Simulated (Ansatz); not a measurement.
The cluster Mg₄Te₄⁻. Charge -1, multiplicity 2. Geometry PBE-D4/def2-SVP, that of the neutral singlet; atoms count from 1.

```xyz
8

Mg   -1.748    0.503   -0.663
Mg    0.821   -1.251   -1.228
Mg   -0.185   -0.830    1.740
Mg    1.112    1.578    0.151
Te    0.262    1.186   -2.487
Te    2.498   -0.719    0.949
Te   -1.588   -2.256   -0.218
Te   -1.172    1.789    1.755
```

In the def2 sets Te takes a core potential; there is no spin–orbit coupling. The structure comes from a short search, and lower isomers may exist.

(1) Estimate the Mulliken populations from the PBE0/def2-TZVP orbitals of Ansatz.

(2) Where does the spin sit?

(3) And the Mayer bond orders between bonded heavy atoms (over 0.3)?

Answers

(1) 
```tsv
atom	charge (e)	spin (α − β)
Mg1	0.44	0.31
Mg2	0.44	0.31
Mg3	0.44	0.31
Mg4	0.44	0.31
Te5	-0.69	-0.06
Te6	-0.69	-0.06
Te7	-0.69	-0.06
Te8	-0.69	-0.06
```
Mulliken values and Mayer orders depend strongly on the basis.

(2) Summed by element: Mg 1.23, Te -0.23, of 1 unpaired in all. Largest on single atoms: Mg3 0.31, Mg2 0.31, Mg1 0.31.

(3) Mg1–Te5 0.64 (2.80 Å); Mg1–Te7 0.64 (2.80 Å); Mg1–Te8 0.64 (2.80 Å); Mg2–Te5 0.64 (2.80 Å); Mg2–Te6 0.64 (2.80 Å); Mg2–Te7 0.64 (2.80 Å); Mg3–Te6 0.64 (2.80 Å); Mg3–Te7 0.64 (2.80 Å); Mg3–Te8 0.64 (2.80 Å); Mg4–Te5 0.64 (2.80 Å); Mg4–Te6 0.64 (2.80 Å); Mg4–Te8 0.64 (2.80 Å).
